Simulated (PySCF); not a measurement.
Si(H)(Vi)(NH2)(NMe2), SMILES CN([SiH](C=C)N)C at its GFN2-xTB optimised geometry (Å):

```
19

Si     0.1320    -1.6606     0.0000
N     -0.2979    -2.6170     1.3793
C     -0.5328     0.1073     0.0000
C     -1.2498     0.6384     0.9762
N     -0.4143    -2.3785    -1.4621
C     -1.6061    -1.9859    -2.1665
C      0.0929    -3.6515    -1.8973
H      1.6000    -1.6606     0.0000
H     -1.2500    -2.9346     1.4750
H      0.0673    -2.3588     2.2815
H     -0.2819     0.7379    -0.8442
H     -1.6000     1.6606     0.9627
H     -1.5267     0.0663     1.8482
H     -2.4137    -2.7174    -2.0314
H     -1.4020    -1.9076    -3.2404
H     -1.9495    -1.0208    -1.8033
H      1.0144    -3.8748    -1.3688
H     -0.6235    -4.4595    -1.7031
H      0.2958    -3.6297    -2.9734
```

Method: PBE0/def2-SVP (PySCF). Cells within 0.4 Å of a nucleus heavier than hydrogen are left out (blank, or x).

Map of the electrostatic potential (hartree/e), clipped to [-0.08, 0.12] on the plane z = 1.0 Å:

```
|44444444444444333333333333333|
|44444444444444333333333333333|
|44444444444444333333333333333|
|44444444444443333333333333333|
|44444445554443333333333333333|
|44444456665443333333333333333|
|44444569997543333333333333333|
|44444589999643333333333333333|
|44444599999853333333333333333|
|44444589999984322233333333333|
|43344579999996322233333333333|
|333345899xx999422223333333333|
|333345999xxx99432233333333333|
|333344799xx999533333333333333|
|33333459999999644333333333333|
|33333346999998655443333333333|
|43333344567788887654333333333|
|44333334445689999864333333333|
|44444344445799999975433333333|
|44444444445799999985433333333|
|44444444445899999985433333333|
|44444445557999999975433333333|
|44444555679999999864333333333|
|4444455799999x999543333333333|
|44445568999999995322223333333|
|44445567999999951122223333333|
|44445556899765300012223333333|
|44444555665421000012223333333|
|44444455544311000122233333333|
```
Scale: ten equal steps from -0.080 (start of '0') to 0.120 (end of '9'), in the order '0123456789'; x runs from -4.00 to 4.00, y from -4.00 (bottom) to 4.00 (top).
